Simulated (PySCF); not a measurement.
Isomers of C8H15B, from PySCF, PBE0-D3(BJ)/def2-SVP geometry optimisation, gas phase. One conformer each, no zero-point energy, no frequencies.

Question: Which is lower in electronic energy at this level?
A. `[CH2:1]=[C:2]([CH3:3])[C@H:4]1[CH2:5][BH:6][CH2:7][CH2:8][CH2:9]1` with C1–C2–C4–C5 -112°, C2–C4–C5–B6 166°, C4–C5–B6–C7 -17°, C5–B6–C7–C8 17°, B6–C7–C8–C9 -38°: A = 3053, B = 1056, C = 879.4 MHz, dipole 0.28 D
B. `[CH2:1]=[C:2]([CH3:3])/[C:4]([CH3:5])=[CH:6]/[B:7]([CH3:8])[CH3:9]` with C1–C2–C4–C5 -1°: A = 2711, B = 872.9, C = 691.4 MHz, dipole 0.49 D

Answer: A. That is `C=C(C)[C@H]1CBCCC1`, 4.1 kcal/mol below the other.

```csv
SMILES,mapped SMILES,E (Eh),relative (kcal/mol),relative (kJ/mol),dipole (D)
C=C(C)[C@H]1CBCCC1,[CH2:1]=[C:2]([CH3:3])[C@H:4]1[CH2:5][BH:6][CH2:7][CH2:8][CH2:9]1,-338.07409,0.0,0.0,0.28
C=C(C)/C(C)=C/B(C)C,[CH2:1]=[C:2]([CH3:3])/[C:4]([CH3:5])=[CH:6]/[B:7]([CH3:8])[CH3:9],-338.06752,4.1,17.3,0.49
```
